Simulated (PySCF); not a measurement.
# C₆ coefficients of unlike pairs at PBE

Calculated with PySCF 2.14 from the dipole response of each species, C₆(A,B) = (3/π) ∫ α_A(iu) α_B(iu) du, in atomic units, from isotropic polarisabilities. For ions this is the dispersion term alone; charge-induced terms of lower order in 1/R come first.

```json
{"species": "In", "configuration": "[Kr] 4d10 5s2 5p1 (2P)", "basis": "x2c-QZVPPall with one added diffuse shell each of s, p, d, f type (14s10p8d5f1g)", "relativity": "spin-free X2C", "α (bohr³)": "80.12", "C₆ (like pair)": "824.2"}
{"species": "Ar", "configuration": "[Ar] (1S)", "basis": "dyall-acv3z (19s12p6d4f)", "relativity": "spin-free X2C", "α (bohr³)": "11.43", "C₆ (like pair)": "67.68"}
{"species": "S", "configuration": "[Ne] 3s2 3p4 (3P)", "basis": "aug-cc-pV(D+d)Z (5s4p3d)", "relativity": "none", "α (bohr³)": "18.96", "C₆ (like pair)": "131.8"}
{"species": "Ir(3+)", "configuration": "[Xe] 4f14 5d6 (5D)", "basis": "def2-QZVPPD with the def2 core potential (60 electrons) (7s5p4d4f2g)", "relativity": "core potential", "α (bohr³)": "6.841", "C₆ (like pair)": "38.34"}
```

Question: Estimate C₆ for Ar with In.

Answer: The integral gives 204.7. The combination rule 2 C_A C_B / (C_A α_B/α_A + C_B α_A/α_B) gives 188.5 and the geometric mean 236.2.

No spin-orbit coupling is included.

The other pairs:

```tsv
pair	C₆
Ir(3+), In	137.5
S, In	304.1
Ir(3+), Ar	49.42
Ir(3+), S	65.57
S, Ar	93.18
```
